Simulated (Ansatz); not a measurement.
```yaml
crystal:
  periodic: [false, false, false]
  atoms:
    - {symbol: N, position_ang: [-1.094588, 2.073380, -0.827792]}
    - {symbol: Si, position_ang: [-0.789655, 0.385744, -0.669987]}
    - {symbol: C, position_ang: [0.555913, 0.092267, 0.589263]}
    - {symbol: Si, position_ang: [1.133843, -1.682542, 0.717777]}
    - {symbol: H, position_ang: [-1.537217, 2.413687, -1.666503]}
    - {symbol: H, position_ang: [-1.393158, 2.609883, -0.028641]}
    - {symbol: H, position_ang: [-0.375695, -0.085826, -2.018907]}
    - {symbol: H, position_ang: [-1.971234, -0.430245, -0.252996]}
    - {symbol: H, position_ang: [1.412367, 0.728217, 0.341774]}
    - {symbol: H, position_ang: [0.192955, 0.405754, 1.575068]}
    - {symbol: H, position_ang: [1.714288, -2.133523, -0.575646]}
    - {symbol: H, position_ang: [-0.001312, -2.581693, 1.059253]}
    - {symbol: H, position_ang: [2.173894, -1.829802, 1.772136]}
basis:
  gaussian: {orbitals: def2-TZVP}
hamiltonian: {xc: {name: wB97}}
accuracy: high
scf: {lower_state_search: off}
```

```sh
$ ansatz run in.yaml --threads 4 --pin off --events-out ev --progress --plain --max-ram 10444MiB
```

Output, abridged:

```
Functional definition: wB97
3633 factors; integrals over basis functions are off by at most 3.1e-8 eV
801 factors; integrals over basis functions are off by at most 9.1e-9 eV
mean field evaluation 1: about -18425.0794 eV, gradient 5.3e1 eV
mean field evaluation 2: about -18426.7966 eV, gradient 4.4e1 eV
mean field evaluation 4: about -18430.6060 eV, gradient 1.9e0 eV
mean field evaluation 8: about -18430.6086 eV, gradient 4.6e-2 eV
mean field evaluation 16: about -18430.6086 eV, gradient 2.0e-5 eV
mean field -18430.60860784 eV, -677.3123736229 hartree, gradient 4.4e-8 eV, S^2 0.000000; 0 other end points of the search recorded, 0 dependent functions left out
reference -18430.60860653 eV, -677.3123735747 hartree; 25, 25 occupied and 165, 165 virtual orbitals, 3633 factors
Total energy: -18430.60860653 eV, -677.3123735747 hartree
Checks for a lower state left out: stability, starts, cluster_reference, orbital_swaps, neighbouring_geometries, increment
```

Run time 12 s (4 threads of an AMD EPYC 7B13 on a shared host); peak host memory 0.92 GiB.
